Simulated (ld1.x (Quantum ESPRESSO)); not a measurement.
## Er (Z = 68): ultrasoft pseudisation with PW91, scalar-relativistic reference atom.

ld1.x (Quantum ESPRESSO) 7.5 was run on this input:

```
&input
   title='Er', zed=68., rel=1, dft='PW91', iswitch=3,
   config='[Xe] 4f11 5d1 6s2 6p0',
   nld=4, rlderiv=4.10, eminld=-3.0, emaxld=5.0, deld=0.02
 /
 &inputp
   pseudotype=3, tm=.true., lloc=-1, rcloc=2.85,
   nlcc=.false.,
   which_augfun='PSQ', rmatch_augfun=0.80,
   file_pseudopw='Er.UPF', file_wfcaegen='ae.wfc', file_wfcncgen='nc.wfc', file_beta='beta', file_chi='chi', file_wfcusgen='us.wfc'
 /
8
6S  1  0   2.00   0.00  2.85  3.60  0.0
6S  1  0   0.00   1.35  2.85  3.60  0.0
6P  2  1   0.00   0.00  3.45  3.80  0.0
6P  2  1   0.00   3.45  3.45  3.80  0.0
5D  3  2   1.00   0.00  3.30  3.75  0.0
5D  3  2   0.00   3.60  3.30  3.75  0.0
4F  4  3  11.00   0.00  0.95  1.25  0.0
4F  4  3   0.00  -0.40  0.95  1.25  0.0
 &test
   configts(1)='4f11 5d1 6s2 6p0'
 /
```

Command:

```bash
ld1.x < Er.in > Er.out
```

Resulting log (shortened: banner, matrices, multipoles, cross overlaps and the repeated all-electron block are left out):

```
Program LD1 v.7.5
     --------------------------- All-electron run ----------------------------

     Er
     scalar relativistic calculation

     atomic number is 68.00
     dft =PW91   lsd =0 sic =0 latt =0  beta=0.20 tr2=1.0E-14
     Exchange-correlation= PW91
                           (   1   4   2   2   0   0   0)
     mesh =1267 r(mesh) = 100.03222 a.u. xmin = -7.00 dx = 0.01250
     1 Ry =  13.60569312 eV, c = 137.03599908

     n l     nl                  e(Ry)          e(Ha)          e(eV)
     1 0     1S 1( 2.00)     -4218.0161     -2109.0080    -57389.0324
     2 0     2S 1( 2.00)      -709.0557      -354.5279     -9647.1946
     2 1     2P 1( 6.00)      -627.1644      -313.5822     -8533.0068
     3 0     3S 1( 2.00)      -159.3319       -79.6660     -2167.8210
     3 1     3P 1( 6.00)      -134.4266       -67.2133     -1828.9674
     4 0     4S 1( 2.00)       -31.8710       -15.9355      -433.6266
     4 1     4P 1( 6.00)       -23.6715       -11.8358      -322.0678
     3 2     3D 1(10.00)      -103.2596       -51.6298     -1404.9182
     5 0     5S 1( 2.00)        -4.1211        -2.0606       -56.0706
     5 1     5P 1( 6.00)        -2.1904        -1.0952       -29.8018
     4 2     4D 1(10.00)       -12.6905        -6.3452      -172.6627
     4 3     4F 1(11.00)        -0.7009        -0.3505        -9.5362
     5 2     5D 1( 1.00)        -0.1568        -0.0784        -2.1334
     6 0     6S 1( 2.00)        -0.3274        -0.1637        -4.4550
     6 1     6P 1( 0.00)        -0.1006        -0.0503        -1.3683

     final scf error:  3.9E-16 reached in  37 iterations

     Etot =  -26175.263809 Ry,  -13087.631904 Ha, -356132.606794 eV

     Ekin =   28382.458592 Ry,   14191.229296 Ha,  386163.021681 eV
     Encl =  -64208.882833 Ry,  -32104.441417 Ha, -873606.355600 eV
     Eh   =   10208.536032 Ry,    5104.268016 Ha,  138894.208487 eV
     Exc  =    -557.375600 Ry,    -278.687800 Ha,   -7583.481362 eV

     normalization and overlap integrals

     s(1S/1S) =  1.000000  <r> =   0.0204  <r2> =    0.0006  r(max) =   0.0128
     s(2S/2S) =  1.000000  <r> =   0.0865  <r2> =    0.0088  r(max) =   0.0728
     s(2P/2P) =  1.000000  <r> =   0.0767  <r2> =    0.0072  r(max) =   0.0596
     s(3S/3S) =  1.000000  <r> =   0.2253  <r2> =    0.0580  r(max) =   0.2081
     s(3P/3P) =  1.000000  <r> =   0.2245  <r2> =    0.0584  r(max) =   0.2030
     s(4S/4S) =  1.000000  <r> =   0.5076  <r2> =    0.2909  r(max) =   0.4750
     s(4P/4P) =  1.000000  <r> =   0.5383  <r2> =    0.3296  r(max) =   0.4931
     s(3D/3D) =  1.000000  <r> =   0.2038  <r2> =    0.0487  r(max) =   0.1662
     s(5S/5S) =  1.000000  <r> =   1.2353  <r2> =    1.7183  r(max) =   1.0975
     s(5P/5P) =  1.000000  <r> =   1.4605  <r2> =    2.4297  r(max) =   1.2592
     s(4D/4D) =  1.000000  <r> =   0.5819  <r2> =    0.3930  r(max) =   0.5120
     s(4F/4F) =  1.000000  <r> =   0.7764  <r2> =    0.7998  r(max) =   0.5056
     s(5D/5D) =  1.000000  <r> =   2.8680  <r2> =   10.4285  r(max) =   1.8785
     s(6S/6S) =  1.000000  <r> =   3.7789  <r2> =   16.2930  r(max) =   3.1756
     s(6P/6P) =  1.000000  <r> =   5.5364  <r2> =   35.5540  r(max) =   4.3951

     ------------------------ End of All-electron run ------------------------

     --------------------- Generating US pseudopotential ---------------------

      Generating local potential from pseudized AE potential:
      Matching radius rcloc =   2.8500

      Local pseudo, rcloc= 2.873 Estimated cut-off energy=     2.94 Ry
      Wfc-us  6S rcutus= 3.598  Estimated cut-off energy=     3.58 Ry
      Wfc-us  6S rcutus= 3.598  Estimated cut-off energy=     7.64 Ry
      Wfc-us  6P rcutus= 3.783  Estimated cut-off energy=     5.06 Ry
      Wfc-us  6P rcutus= 3.783  Estimated cut-off energy=     5.57 Ry
      Wfc-us  5D rcutus= 3.783  Estimated cut-off energy=     8.11 Ry
      Wfc-us  5D rcutus= 3.783  Estimated cut-off energy=    13.54 Ry
      Wfc-us  4F rcutus= 1.259  Estimated cut-off energy=   100.56 Ry
      Wfc-us  4F rcutus= 1.259  Estimated cut-off energy=   104.51 Ry

     Q pseudized with Bessel functions
     Expected ecutrho=     932.4154 due to l1=  2   l2=  3

     ------------------- End of pseudopotential generation -------------------

     Computing logarithmic derivative in   4.10318
     Computing logarithmic derivative in   4.10318
     Computing the partial wave expansion
     R is outside the sphere for l=    0 j= 0.00
     R is outside the sphere for l=    0 j= 0.00
     R is outside the sphere for l=    1 j= 0.00
     R is outside the sphere for l=    1 j= 0.00
     R is outside the sphere for l=    2 j= 0.00
     R is outside the sphere for l=    2 j= 0.00
     R is outside the sphere for l=    3 j= 0.00
     R is outside the sphere for l=    3 j= 0.00

     ---------------------- Testing the pseudopotential ----------------------

     Er
     scalar relativistic calculation

     atomic number is 68.00   valence charge is 14.00
     dft =PW91   lsd =0 sic =0 latt =0  beta=0.20 tr2=1.0E-14
     mesh =1267 r(mesh) = 100.03222 xmin = -7.00 dx = 0.01250

     n l     nl             e AE (Ry)        e PS (Ry)    De AE-PS (Ry)
     4 3     4F   1(11.00)       -0.70090       -0.70090        0.00000
     3 2     5D   1( 1.00)       -0.15680       -0.15680        0.00000
     1 0     6S   1( 2.00)       -0.32744       -0.32744        0.00000
     2 1     6P   1( 0.00)       -0.10057       -0.10057        0.00000

     eps = 9.6E-15  iter =  6

     Etot =  -26175.263809 Ry,  -13087.631904 Ha, -356132.606794 eV
     Etotps =  -173.609537 Ry,     -86.804768 Ha,   -2362.078081 eV

     Ekin =      76.641793 Ry,      38.320896 Ha,    1042.764714 eV
     Encl =    -362.486754 Ry,    -181.243377 Ha,   -4931.883535 eV
     Ehrt =     172.235007 Ry,      86.117504 Ha,    2343.376654 eV
     Ecxc =     -23.751123 Ry,     -11.875561 Ha,    -323.150487 eV
     Epseu=     -36.248460 Ry,     -18.124230 Ha,    -493.185427 eV

     ---------------------- End of pseudopotential test ----------------------
```

Generation and configuration tests took about 1.4 s on one core of a shared server CPU.

Transferability test of the new file with ld1.x, input:

```
&input
   title='Er', zed=68., rel=1, dft='PW91', iswitch=2,
   config='[Xe] 4f11 5d1 6s2 6p0'
 /
 &test
   file_pseudo='Er.UPF', nconf=8,
   configts(1)='4f11 5d1 6s2 6p0',
   configts(2)='4f12 5d0 6s2 6p0',
   configts(3)='4f12 5d0 6s1 6p0',
   configts(4)='4f12 5d0 6s0 6p0',
   configts(5)='4f11 5d0 6s2 6p0',
   configts(6)='4f12 5d0 6s0 6p1',
   configts(7)='4f12 5d1 6s1 6p0',
   configts(8)='4f11 5d1 6s1 6p0'
 /
```

```bash
ld1.x < Er.test.in > Er.test.out
```

Pseudopotential blocks of its output, shortened (energy terms left out):

```
     ---------------------- Testing the pseudopotential ----------------------

     n l     nl             e AE (Ry)        e PS (Ry)    De AE-PS (Ry)
     4 3     4F   1(11.00)       -0.70090       -0.70090        0.00000
     3 2     5D   1( 1.00)       -0.15680       -0.15680        0.00000
     1 0     6S   1( 2.00)       -0.32744       -0.32744        0.00000
     2 1     6P   1( 0.00)       -0.10057       -0.10057        0.00000

     eps = 9.9E-15  iter =  5

     Etot =  -26175.263809 Ry,  -13087.631904 Ha, -356132.606794 eV
     Etotps =  -173.609537 Ry,     -86.804768 Ha,   -2362.078083 eV

     ---------------------- End of pseudopotential test ----------------------
```

The test run then stopped with an error in chargeps: “negative rho”.
